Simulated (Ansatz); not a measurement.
The cluster Ge7Te8. Charge 0, multiplicity 1. Geometry PBE-D4/def2-SVP; atoms count from 1.

```
atom    x (Å)    y (Å)    z (Å)
 Ge1   0.9199  -4.5625   3.6069
 Ge2  -0.5083   0.1770  -0.1538
 Ge3  -1.0793   1.4477  -3.6622
 Ge4   0.7036  -3.1613   6.2266
 Ge5   0.0729   4.9594  -3.9547
 Ge6   0.2165  -0.9476   3.2324
 Ge7  -1.1842   1.5554  -6.1182
 Te8  -0.6619   4.0867  -6.2855
 Te9   0.7335   7.2413  -3.5954
Te10  -1.3079  -3.0009   4.2818
Te11   1.2402  -5.7604   5.9694
Te12   2.4381  -2.3135   4.2093
Te13  -1.4300  -0.7677  -2.4691
Te14  -0.0414  -2.1648   0.7639
Te15  -0.1120   3.2112  -2.0516
```

In the def2 sets Te takes a core potential; there is no spin–orbit coupling. Single mean-field runs in def2-SVP are fitted with def2-universal-jkfit. The restricted singlet is unstable towards broken spin symmetry at other levels; at PBE0-D4/def2-SVP this wasn't settled. The geometry of the singlet was relaxed on an unsound state (restricted singlet, unstable towards broken spin symmetry). The structure comes from a short search, and lower isomers may exist.

Estimate the Mulliken populations from the PBE0/def2-SVP orbitals of Ansatz.


```
atom  charge (e)
 Ge1        0.11
 Ge2        0.14
 Ge3        0.00
 Ge4        0.14
 Ge5        0.14
 Ge6        0.10
 Ge7        0.18
 Te8       -0.07
 Te9       -0.15
Te10       -0.09
Te11       -0.20
Te12       -0.09
Te13       -0.05
Te14       -0.15
Te15       -0.01
```
Mulliken values and Mayer orders depend strongly on the basis.

And the Mayer bond orders between bonded heavy atoms (over 0.3)?

Ge1–Te10 0.68 (2.80 Å); Ge1–Te11 0.93 (2.67 Å); Ge1–Te12 0.72 (2.78 Å); Ge2–Te13 0.98 (2.66 Å); Ge2–Te14 1.39 (2.56 Å); Ge3–Ge7 0.91 (2.46 Å); Ge3–Te13 1.21 (2.54 Å); Ge3–Te15 1.03 (2.58 Å); Ge4–Te10 0.68 (2.80 Å); Ge4–Te11 0.92 (2.67 Å); Ge4–Te12 0.72 (2.79 Å); Ge5–Te8 0.94 (2.59 Å); Ge5–Te9 1.76 (2.40 Å); Ge5–Te15 0.95 (2.59 Å); Ge6–Te10 0.86 (2.76 Å); Ge6–Te12 0.84 (2.78 Å); Ge6–Te14 0.80 (2.76 Å); Ge7–Te8 1.18 (2.59 Å). Values over 0.3 also appear between atoms too far apart for a bond (Ge1–Ge4 0.30 at 2.98 Å); they arise where an orbital or an unpaired electron spreads over both atoms.
